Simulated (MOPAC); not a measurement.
MOPAC input (AM1):

```
AM1 FORCE THERMO(298,298) PRECISE LET GEO-OK AUX(PRECISION=9) THREADS=1
CsLi

Li    0.00000000 1    0.00000000 1   -3.18275773 1
Cs    0.00000000 1    0.00000000 1   -0.17685527 1
```

From the output:

```
    Cs    2   0.174893   0.174894

          HEAT OF FORMATION =      25.041006 KCALS/MOLE

          ZERO POINT ENERGY       0.303 KCAL/MOL

           NORMAL COORDINATE ANALYSIS (Total motion = 1 Angstrom)

   Root No.       1

                 1 Sig

                 212.1

           1    0.9504
           2   -0.0000
           3   -0.0000
           4   -0.0496
           5   -0.0000
           6    0.0000

           MASS-WEIGHTED COORDINATE ANALYSIS (NORMAL COORDINATES)

   Root No.       1

                 1 Sig

                 212.1

           1    0.9749
           2    0.0000
           3   -0.0000
           4   -0.2228
           5    0.0000
           6    0.0000

          DESCRIPTION OF VIBRATIONS

 VIBRATION          1    1Sig        ATOM PAIR     ENERGY CONTRIBUTION    RADIAL
 FREQUENCY           212.15         Li1 -- Cs2        +100.0% (100.0%)    100.0%
 TRANSITION DIPOLE   0.7608
 TRAVEL (Ang.)       0.2195
 REDUCED MASS        6.5956
 EFFECTIVE MASS      9.4603
 FORCE CONSTANT      0.1749

      SYMMETRY NUMBER FOR POINT-GROUP C*v =  1

          SYSTEM IS A GROUND STATE

 CsLi

          MOLECULE IS LINEAR

          THERE ARE  1 GENUINE VIBRATIONS IN THIS SYSTEM
          THIS THERMODYNAMICS CALCULATION IS LIMITED TO
          MOLECULES WHICH HAVE NO INTERNAL ROTATIONS

                    CALCULATED THERMODYNAMIC PROPERTIES
                                          *
   TEMP. (K)   PARTITION FUNCTION   H.O.F.    ENTHALPY  HEAT CAPACITY ENTROPY
                                   KCAL/MOL   CAL/MOLE    CAL/K/MOL  CAL/K/MOL

 298.00  VIB.     0.1560D+01                   339.7989     1.8222     2.0242
         ROT.     0.7322D+03                   592.1869     1.9872    15.0949
         INT.     0.1142D+04                   931.9858     3.8094    17.1191
         TRA.     0.1599D+28                  1480.4672     4.9680    40.7154
         TOT.                       25.041    2412.4529     8.7774    57.8346

   *: NOTE: HEATS OF FORMATION ARE RELATIVE TO THE
            ELEMENTS IN THEIR STANDARD STATE AT 298K
              (=  Standard Enthalpy of Formation).

            Hvib:  Zero-point energy is not included.
                   frequencies of less than zero cm-1 are not included.
            Hrot = (3/2)RT
            Htra = (3/2)RT + pV = (5/2)RT

            Heat capacity is Cp, not Cv

          For more information, see: HTTP://OpenMOPAC.net/Manual/thermochemistry.html

           FORCE CONSTANT IN CARTESIAN COORDINATES (Millidynes/A)

    ATOM   CHEMICAL       X               Y               Z
   NUMBER   SYMBOL  FORCE CONSTANT  FORCE CONSTANT  FORCE CONSTANT

      1      Li        0.174893        0.000054        0.000054
      2      Cs        0.174893        0.000054        0.000054

 **********************
 *                    *
 * JOB ENDED NORMALLY *
 *                    *
 **********************

 == MOPAC DONE ==
```
